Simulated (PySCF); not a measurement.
Task: Give a PBE0-D3(BJ)/def2-SVP geometry of `[OH2]->[Rh+3](<-[OH2])(<-[OH2])(<-[OH2])(<-[OH2])<-[OH2]` ([Rh(H2O)6]3+). (Charge +3 and singlet state.)

Result: 
```
atom  x, y, z in Å
Rh1   -0.005    0.001    0.005
O2    -0.111    0.322    2.009
H3    -0.095    1.221    2.393
H4     0.100   -0.330    2.704
O5    -0.012   -0.335   -1.997
H6     0.124   -1.223   -2.382
H7     0.007    0.336   -2.705
O8     2.032    0.028    0.035
H9     2.564    0.384    0.774
H10    2.580    0.037   -0.774
O11   -2.035   -0.016   -0.026
H12   -2.571   -0.061    0.790
H13   -2.559   -0.363   -0.775
O14   -0.162    2.019   -0.192
H15   -1.023    2.435   -0.394
H16    0.554    2.619   -0.477
O17    0.144   -2.019    0.205
H18   -0.589   -2.611    0.464
H19    0.992   -2.451    0.427
```

Orientation and origin are arbitrary. Atoms count from 1 in this order. Rh1 (rhodium bonded to 6 O) is octahedral (the three widest angles are 179.8°, 179.7° and 176.8°, the others run from 86.0° to 93.9°). O2 (oxygen bonded to Rh and 2 H) is almost planar (angles 125.8°, 122.1° and 109.3°, sum 357.3°, 0.11 Å off the plane of its three neighbours).

Bonds between heavy atoms (Å): Rh1–O2 2.032, Rh1–O5 2.031, Rh1–O8 2.038, Rh1–O11 2.030, Rh1–O14 2.034, Rh1–O17 2.035.

Method: PBE0-D3(BJ)/def2-SVP geometry optimisation, gas phase, def2 core potentials past Kr in PySCF.

Whether it is a minimum is left open (no frequencies). The ion is multiply charged and computed without counter-ions or solvent.

The run took 6.7 min of wall time on an Arm Neoverse V2 with one thread (shared host), and the process peaked at 0.75 GiB of memory. That covers the optimisation of the geometry.
